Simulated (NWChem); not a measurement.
Species: CF2I cation

```xyz
4

F      0.0000    -1.0530     1.9029
C      0.0000     0.0000     1.2272
F      0.0000     1.0530     1.9029
I      0.0000     0.0000    -0.7718
```
Atoms are numbered in this order, from 1.

All runs: NWChem. All runs use the structure optimised with PBE0/def2-SVP. def2 effective core potentials on I; no spin-orbit coupling. Level: M05-2X/def2-SVP with COSMO at NWChem's default radii, gas-phase geometry; rows give the dielectric constant. Reactions with the solvent are ignored.

For dielectric constant 2.4:

| Item | Result |
|---|---|
| electrostatic solvation energy (kcal/mol) | -38.1 |

Question: What are these values for dielectric constant 46.7?

Answer: The electrostatic solvation energy (kcal/mol) is -64.1.
